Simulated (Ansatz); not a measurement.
```yaml
crystal:
  periodic: [false, false, false]
  atoms:
    - {symbol: O, position_ang: [-1.334855, -0.126436, -0.294593]}
    - {symbol: Ge, position_ang: [0.317954, 0.186998, 0.224237]}
    - {symbol: F, position_ang: [1.090673, -1.349608, 0.477170]}
    - {symbol: H, position_ang: [-1.394420, -0.538407, -1.159686]}
    - {symbol: H, position_ang: [1.145410, 0.875428, -0.869288]}
    - {symbol: H, position_ang: [0.217337, 0.887927, 1.575961]}
basis:
  gaussian: {orbitals: def2-SVP, final_grid: {core_spheres: 1, valence_spheres: 1, degree: 1}}
hamiltonian: {xc: {name: PBE}}
output: {forces: true}
```

```sh
$ ansatz run in.yaml --threads 2 --pin off --events-out ev --progress --plain --max-ram 22528MiB --backend cpu
```

Output, abridged:

```
Functional definition: PBE
816 factors; their error is unknown
mean field evaluation 1: about -61301.2246 eV, gradient 6.5e1 eV
mean field evaluation 2: about -61258.5094 eV, gradient 1.6e2 eV
mean field evaluation 4: about -61307.5907 eV, gradient 1.7e1 eV
mean field evaluation 8: about -61270.2194 eV, gradient 2.0e2 eV
mean field evaluation 16: about -61359.6101 eV, gradient 1.2e2 eV
mean field evaluation 32: about -61323.2731 eV, gradient 1.8e2 eV
mean field evaluation 64: about -61347.6807 eV, gradient 1.4e2 eV
mean field evaluation 96: about -61379.7176 eV, gradient 4.3e1 eV
mean field -61385.51571091 eV, -2255.8760937789 hartree, gradient 2.4e-5 eV, S^2 0.000000; 3 other end points of the search recorded, 0 dependent functions left out
reference -61385.51584255 eV, -2255.8760986165 hartree; 26, 26 occupied and 49, 49 virtual orbitals, 816 factors
Total energy: -61385.51584255 eV, -2255.8760986165 hartree
Atom 0 at    -1.334855    -0.126436    -0.294593 Å, force    -7.738522     0.264124    -7.138814 eV/Å
Atom 1 at     0.317954     0.186998     0.224237 Å, force     9.278693   -15.064794     2.015240 eV/Å
Atom 2 at     1.090673    -1.349608     0.477170 Å, force    -1.842672    11.682437    -0.938606 eV/Å
Atom 3 at    -1.394420    -0.538407    -1.159686 Å, force     2.107976     3.162264     5.401085 eV/Å
Atom 4 at     1.145410     0.875428    -0.869288 Å, force    -3.860036    -0.721464     6.326283 eV/Å
Atom 5 at     0.217337     0.887927     1.575961 Å, force     2.054562     0.677433    -5.665189 eV/Å
Dipole moment:    -0.321813    -0.241953    -0.502853 e Å
```

Question: What is wrong with this run?

Answer: The integration grid is far too coarse. Self-consistency was reached. The result belongs to that input, not to the molecule as meant.
